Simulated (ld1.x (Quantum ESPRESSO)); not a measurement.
# What one change does to a pseudopotential (iron, TM)

```json
{"Element": "Fe (Z = 26)", "Generator": "ld1.x (Quantum ESPRESSO) 7.5", "Type": "norm-conserving Troullier–Martins (Kleinman–Bylander form)", "Functional": "PW91", "Relativity": "fully relativistic", "Frozen core": "[Ar]", "Valence charge": "8", "Reference configuration": "3d6 4s1.75 4p0.25", "Partial waves": "4s (bound): rc 2.05 bohr; 4p (bound): rc 2.90 bohr; 3d (bound): rc 1.15 bohr", "Local potential": "the d channel", "Core correction": "none"}
```

Open shells are filled in proportion to 2j + 1 (rel_dist='average').

Change: reference 3d6 4s1.75 4p0.

Cutoffs: the cutoffs (Ry, on a coarse ladder) from which the occupation-weighted sum of valence levels, in a spherical-Bessel basis at the reference potential, stays within 10 and 1 mRy of its value at 400 Ry; they do not see the model core or the augmentation charge, which bear on the density cutoff. Errors are all-electron minus pseudo energies relative to the spin-unpolarised reference configuration.

Q: What does the change do?

A: The potential gets neither clearly harder nor softer (160 Ry and 230 Ry → 160 Ry and 230 Ry); both files keep a bound ghost (p, s).

```tsv
quantity	base	changed
cutoff, loose	160 Ry	160 Ry
cutoff, tight	230 Ry	230 Ry
bound ghosts	s, p3/2, p1/2	s, p3/2, p1/2
largest miss of a reference level, eV	0.09	0.09
largest error over its own tests, meV	-180	-193
s: phases at 3.15 bohr within 0.05 rad from the reference energy up to (Ry; the scan ends near 5)	1.2	1.1
p1/2: phases at 3.15 bohr within 0.05 rad from the reference energy up to (Ry; the scan ends near 5)	2.1	2.0
p3/2: phases at 3.15 bohr within 0.05 rad from the reference energy up to (Ry; the scan ends near 5)	2.1	2.0
d3/2: phases at 3.15 bohr within 0.05 rad from the reference energy up to (Ry; the scan ends near 5)	n/a	n/a
d5/2: phases at 3.15 bohr within 0.05 rad from the reference energy up to (Ry; the scan ends near 5)	n/a	n/a
```

 A true bound ghost makes a file unfit for plane-wave use even where its test errors are small: the radial tests pick states by their node count and pass the ghost by.
